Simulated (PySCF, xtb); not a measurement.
O₄Pt, SMILES [O]=[Pt+2](=[O])(=[O])=[O], charge +2, multiplicity 1.

GFN2-xTB run with xtb 6.7.1 at its own geometry gives an orbital gap of 2.73 eV.

Coordinates come from a B3LYP-D3(BJ)/def2-SVP optimisation. The multiplicity is an assumed one; other spin states were not compared. The def2 effective core potentials stand for the cores of Pt; spin–orbit coupling is left out.

**Question.** What does PBE0/def2-TZVP (PySCF) give? (Estimate from the structure and the level; the computed values follow.)

**Answer.** gap 3.87 eV (levels -24.95 and -21.08 eV).
